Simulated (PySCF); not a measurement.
**Excitation energy of Pd²⁺ by level of theory**

Pd²⁺ [Kr] 4d8 (3F) → Pd²⁺ [Kr] 4d7 5s1 (5F), as a difference of total energies. Calculation: PySCF 2.14, in x2c-TZVPPall; scalar relativity by spin-free X2C-1e. Correlated levels: valence: [Kr] frozen; valence and next inner shell: [Ar] 3d10 frozen. The calculations carry no spin-orbit coupling.

```csv
method,excitation energy (eV)
UHF,6.084
LDA,6.592
PBE,6.555
PBE0,6.658
r2SCAN,6.660
wB97M-V,7.101
r2SCAN0,6.692
B97-3,7.066
wB97X-V,7.103
MP2 (valence),6.838
SCS-MP2 (valence),7.140
MP2 (valence and next inner shell),6.602
SCS-MP2 (valence and next inner shell),6.777
```

Question: How much does correlation contribute at MP2 (valence and next inner shell)?

Answer: 6.602 − (6.084) = 0.518 eV, measured against UHF.

A first-order spin-orbit estimate (lowest level to lowest level, LS coupling) adds -0.016 eV.

The basis was made for the ground configuration and has no added diffuse functions, so the excitation energy can come out too high.
